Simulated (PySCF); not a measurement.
F₃OV, charge -1, multiplicity 2. Atoms are numbered in the order given.

```xyz
5

V      0.1315    -0.0262     0.0000
O      1.3633    -1.0563     0.0000
F     -0.0757     1.0197     1.4814
F     -0.0757     1.0197    -1.4814
F     -1.3964    -1.0335     0.0000
```
Charge -1, spin multiplicity 2.

Geometry: r2SCAN-D4/def2-SVPD. The multiplicity is an assumed one; other spin states were not compared. The isomer is the one that the SMILES or the coordinates give; other isomers of the formula were not compared.

All values below come from CAM-B3LYP/def2-SVPD (PySCF).

Mulliken values depend strongly on the basis, most of all with diffuse functions as here. ESP charges are fitted to the potential on shells at 1.4 to 2.0 van der Waals radii. Atomic charges (e):

| atom | meta-Löwdin | ESP fit | Mulliken | Mulliken spin |
|---|---|---|---|---|
| V1 | 1.53 | 1.23 | 1.88 | 1.06 |
| O2 | -0.64 | -0.65 | -0.77 | -0.10 |
| F3 | -0.64 | -0.52 | -0.71 | 0.01 |
| F4 | -0.64 | -0.52 | -0.71 | 0.01 |
| F5 | -0.63 | -0.54 | -0.70 | 0.02 |
